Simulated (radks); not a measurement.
Q: Dy2+, 64 electrons, occupied as [Xe] 4f10. Method: scalar-relativistic Kohn-Sham, SCAN, spin-polarised, spherical densities, finite nucleus; open shells are filled with parallel spins first (spin-orbit coupling, left out, can overturn this in heavy ions); meta-GGA in the generalised Kohn-Sham scheme; Fermi nuclear charge, rms radius 5.2218 fm; computed with a radial shooting solver on a logarithmic mesh with Libxc functionals. Some entries of the table are withheld. Estimate them.

orbital  occ.  eigenvalue (eV)  <r> (bohr)
1s up       1        -53741.83     0.02112
1s down     1        -53741.83     0.02112
2s up       1        -8983.606     0.08972
2s down     1        -8983.530     0.08972
2p up       3        -7968.545     0.07945
2p down     3        -7968.490     0.07945
3s up       1        -2020.938      0.2342
3s down     1        -2019.060      0.2341
3p up       3        -1707.119      0.2333
3p down     3        -1705.178      0.2331
3d up       5        -1303.562      0.2123
3d down     5        -1301.985      0.2121
4s up       1        -416.7174      0.5297
4s down     1        -412.4988      0.5301
4p up       3        -312.9017      0.5612
4p down     3        -308.7012      0.5618
4d up       5        -171.2649      0.6096
4d down     5        -167.0136      0.6111
5s up       1         -64.3565       1.292
5s down     1         -63.4158       1.312
5p up       3         -40.1288       1.526
5p down     3         -39.4610       1.542
4f up       7              (1)      0.8484
4f down     3              (2)      0.8937

A: 
(1) 4f up eigenvalue (eV): -18.5398
(2) 4f down eigenvalue (eV): -14.5926
